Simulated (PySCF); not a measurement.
Input file for PySCF: R-B3LYP/3-21G on CH3ITe (SMILES C[Te]I), a point of a torsion scan.

```python
from pyscf import gto, scf, dft, mp
from pyscf.data.elements import chemcore

mol = gto.M(
    atom='''
    C    -0.71983039   -0.05205589    0.00048037
    Te    0.90363668    1.36149464   -0.08285816
    I     2.83077382   -0.49551987   -0.15777292
    H    -0.85347269   -0.43603412    1.00413142
    H    -1.61172110    0.48756157   -0.29038191
    H    -0.55530060   -0.86783672   -0.69111818
    ''',
    basis='3-21g',
    charge=0, spin=0, verbose=3, max_memory=1800)
mf = dft.RKS(mol, xc='b3lyp')
mf.conv_tol = 1e-8
mf.max_cycle = 100
mf.kernel()
if not mf.converged:
    mf = mf.newton().run(mf.mo_coeff, mf.mo_occ)
```

The log:

```
converged SCF energy = -13515.0873765575
```

Self-consistency was reached.

Cost: around 8 core-seconds (rough).
